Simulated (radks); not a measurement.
The numbers below are computed, except where a source is named.
Question: The table gives one normalised radial function P(r) = r R(r) of Tm3+ in [Kr] 4d10 4f12 5s1.75 5p6 5f0.25 (r in bohr). Code: a radial shooting solver on a logarithmic mesh with Libxc functionals. Model: scalar-relativistic Kohn-Sham, OLYP, spin-polarised, spherical densities, point nucleus; open shells are filled with parallel spins first (spin-orbit coupling, left out, can overturn this in heavy ions).

| r | P |
|---|---|
| 0.0009963 | 0.0013 |
| 0.00161 | 0.0028 |
| 0.002581 | 0.0063 |
| 0.004138 | 0.0138 |
| 0.006634 | 0.0297 |
| 0.01064 | 0.0615 |
| 0.01719 | 0.1181 |
| 0.02756 | 0.1927 |
| 0.04418 | 0.2324 |
| 0.07083 | 0.1155 |
| 0.1136 | -0.1946 |
| 0.1835 | -0.3018 |
| 0.2942 | 0.2147 |
| 0.4717 | 0.4496 |
| 0.7562 | -0.3862 |
| 1.212 | -0.9808 |
| 1.959 | -0.5722 |
| 3.141 | -0.1136 |
| 5.035 | -0.0049 |
| 8.073 | 0.0000 |
| 12.94 | 0.0000 |

Which n and l does it have? It may be an empty orbital.

Answer: n = 5, l = 1: the number of nodes gives n - l - 1 = 3, the rise at small r (about r^(l+1), flatter next to the nucleus through relativity) gives l, and the extent must fit the shell. The curve is that of 5p down; the table hardly tells the two spins apart. 5p down: eigenvalue -58.087 eV, 3 radial nodes at r = 0.0862, 0.252, 0.633 bohr, <r> = 1.40 bohr, 90 % of the charge inside 2.05 bohr.
